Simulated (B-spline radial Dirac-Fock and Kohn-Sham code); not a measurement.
**K-shell conversion coefficients of Ca against transition energy**

Level of theory: a Dirac-Hartree-Slater potential of the neutral atom with a Latter tail (no hole, which puts coefficients of high multipoles low close above an edge), finite nucleus with surface currents; a radial finite-basis atomic code. Subshells within 1 keV of threshold and pair formation are left out.

```tsv
energy (keV)	E3	E4	E5	M1	M4	M5
11.2	37300	1.58e+06	6.83e+07	5.52	1.27e+06	6.63e+07
11.3	36100	1.53e+06	6.59e+07	5.38	1.22e+06	6.34e+07
13.2	20800	839000	3.42e+07	3.40	579000	2.82e+07
19.6	4360	144000	4.78e+06	1.07	77200	3.00e+06
20	4010	131000	4.28e+06	1.01	69400	2.66e+06
50	67.7	1150	19300	0.0772	520	9740
53.7	48.5	779	12400	0.0635	355	6260
62.2	24.4	349	4930	0.0427	162	2530
93.3	3.60	37.1	379	0.0146	19.3	212
100	2.59	25.3	244	0.0122	13.5	140
126	0.867	7.04	56.3	0.00674	4.15	35.3
128	0.805	6.45	51.0	0.00648	3.83	32.1
130	0.748	5.93	46.2	0.00623	3.54	29.3
200	0.0997	0.565	3.14	0.00214	0.425	2.47
215	0.0715	0.383	2.02	0.00179	0.301	1.65
259	0.0307	0.143	0.656	0.00115	0.126	0.598
365	0.00685	0.0251	0.0900	0.000520	0.0272	0.100
436	0.00328	0.0107	0.0340	0.000349	0.0128	0.0417
464	0.00255	0.00797	0.0244	0.000304	0.00991	0.0309
492	0.00203	0.00609	0.0180	0.000268	0.00781	0.0234
500	0.00190	0.00566	0.0166	0.000259	0.00732	0.0217
603	0.000938	0.00249	0.00651	0.000173	0.00350	0.00925
1000	0.000177	0.000361	0.000724	6.24e-05	0.000574	0.00115
1080	0.000142	0.000279	0.000540	5.38e-05	0.000446	0.000866
1130	0.000125	0.000241	0.000458	4.94e-05	0.000386	0.000734
1290	8.79e-05	0.000160	0.000287	3.86e-05	0.000256	0.000459
2000	3.12e-05	4.87e-05	7.48e-05	1.79e-05	7.39e-05	0.000114
2020	3.06e-05	4.75e-05	7.28e-05	1.76e-05	7.20e-05	0.000110
2100	2.82e-05	4.33e-05	6.55e-05	1.65e-05	6.51e-05	9.85e-05
```

Q: How fast do they fall between 2000 and 2100 keV?

A: As powers of the energy: E3 E^-2.12, E4 E^-2.42, E5 E^-2.72, M1 E^-1.66, M4 E^-2.60, M5 E^-2.90. Within one type (E or M) the higher multipoles fall faster.

Values without a named source are computed, but for edge energies of neutral atoms, which are taken from tables.
